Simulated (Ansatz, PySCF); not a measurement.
H4O3SZr, SMILES [OH][Zr]([OH])([OH])[SH], multiplicity 1. Atoms are numbered in the order given.

```xyz
9

Zr     0.3033     0.1677     0.1188
O      1.4022    -0.3496    -1.3756
H      1.9679    -0.5591    -2.1201
O      1.0551    -0.5687     1.7315
H      1.4468    -0.8877     2.5457
O      0.0442     2.0696     0.2239
H      0.0683     3.0257     0.2938
S     -1.9921    -0.7594    -0.2029
H     -1.5375    -2.0368    -0.2415
```

Coordinates come from a B3LYP-D3(BJ)/def2-SVP optimisation. The spin state was assumed, not searched. The structure was generated by enumeration; whether it is a known compound was not checked. The def2 effective core potentials stand for the cores of Zr; spin–orbit coupling is left out. Other conformers were not sampled.

Two levels are set side by side: PBE-D3(BJ)/def2-SVP (Ansatz, a first-principles code) and B3LYP-D3(BJ)/def2-SVP (Ansatz). Each level has its own optimised geometry; the coordinates shown are those of the second. Frequencies come from the Hessian of PySCF at each geometry. Differences are taken from unrounded values.

```tsv
quantity	B3LYP-D3(BJ)
mean bond length (Å)	1.563
bond Zr1–O2 (Å)	1.926
bond Zr1–O4 (Å)	1.926
bond Zr1–O6 (Å)	1.922
bond Zr1–S8 (Å)	2.496
bond O2–H3 (Å)	0.958
bond O4–H5 (Å)	0.958
bond O6–H7 (Å)	0.959
bond S8–H9 (Å)	1.356
highest harmonic wavenumber (cm⁻¹)	3978
mean harmonic wavenumber (cm⁻¹)	963
zero-point energy (kcal/mol)	28.91
```

Task: What does PBE-D3(BJ) give, and how far is it from B3LYP-D3(BJ)? (The exact figures need the calculation; the answer reports its results.)

Result: 
| quantity | PBE-D3(BJ) | PBE-D3(BJ) minus B3LYP-D3(BJ) |
|---|---|---|
| mean bond length (Å) | 1.567 | 0.004 |
| bond Zr1–O2 (Å) | 1.928 | 0.002 |
| bond Zr1–O4 (Å) | 1.928 | 0.002 |
| bond Zr1–O6 (Å) | 1.925 | 0.003 |
| bond Zr1–S8 (Å) | 2.493 | -0.004 |
| bond O2–H3 (Å) | 0.965 | 0.007 |
| bond O4–H5 (Å) | 0.965 | 0.007 |
| bond O6–H7 (Å) | 0.966 | 0.008 |
| bond S8–H9 (Å) | 1.365 | 0.009 |
| highest harmonic wavenumber (cm⁻¹) | 3882 | -96 |
| mean harmonic wavenumber (cm⁻¹) | 931 | -32 |
| zero-point energy (kcal/mol) | 27.96 | -0.95 |
